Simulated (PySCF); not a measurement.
Assignment exercise: C$_{7}$H$_{8}$P$_{2}$

Numbering as in the mapped SMILES `[cH:1]1[cH:2][p:3][c:4]([CH:5]2[CH2:6][CH2:7]2)[cH:8][p:9]1`; H(Xn) means a hydrogen on atom n. Ha(C6), Ha(C7) are cis to C4 on the ring; Hb(C6), Hb(C7) are trans to C4 on the ring.

All values are calculated (PySCF 2.14.0 with density-fitted response routines): σ from GIAO-KT2/pcSseg-1, geometry: PBE0-D3(BJ)/def2-SVP. A single conformation, isolated molecule, fast rotation and ring inversion assumed for equivalent nuclei, no relativistic terms.

Chemical shifts δ = σref − σ; 13C (σref 183.22) and 1H (σref 31.18) against TMS, all at this level.

Q: Assign these signals to the numbered atoms. 13C{1H} NMR (computed): δ 176.9 (C), 152.4 (CH), 149.4 (CH), 149.1 (CH), 29.7 (CH), 23.6 (CH2).

A: 
| δ (ppm) | atoms | environment | reason |
| --- | --- | --- | --- |
| 176.9 | C4 | substituted aromatic carbon | – |
| 152.4 | C2 | aromatic CH | – |
| 149.4 | C8 | aromatic CH | – |
| 149.1 | C1 | aromatic CH | – |
| 29.7 | C5 | three-membered-ring carbon | carbons of three-membered rings are unusually shielded |
| 23.6 | C6/C7 | three-membered-ring carbon | – |

C8 and C1 lie closer than the usual error of such a calculation, so a measured spectrum could show them in the other order.

Q: Assign these signals to the numbered atoms. 1H NMR (300 MHz, computed): δ 9.03 (m, 1H), 8.81 (m, 1H), 8.78 (m, 1H), 1.78 (m, 1H), 1.51 (m, 2H), 1.10 (m, 2H).

A: 
9.03 → H(C2), hydrogen on an aromatic CH: ring-current deshielding
8.81 → H(C1), hydrogen on an aromatic CH
8.78 → H(C8), hydrogen on an aromatic CH
1.78 → H(C5), hydrogen on a three-membered-ring carbon
1.51 → Hb(C6)/Hb(C7), hydrogen on a three-membered-ring carbon: cyclopropane-type protons are shielded by the ring
1.10 → Ha(C6)/Ha(C7), hydrogen on a three-membered-ring carbon

H(C1) and H(C8) lie closer than the usual error of such a calculation, so a measured spectrum could show them in the other order.

Splittings by 31P in the carbon and heteronuclear signals aren't shown, as no couplings were computed. Shifts are as computed. Against solution values, carbons near 30 ppm lie about +2 ppm off and those near 130 ppm about -5 ppm. Of 1211 compounds with measured shifts, 218 miss one by over three times the rms of a fit or turn the order of signals round; such compounds aren't used in these exercises. No couplings were computed; multiplicities are counted from neighbouring protons, with m where these are inequivalent, close in shift, in a saturated or five-membered ring or joined by F or P, and br s for small geminal =CH2 splittings.
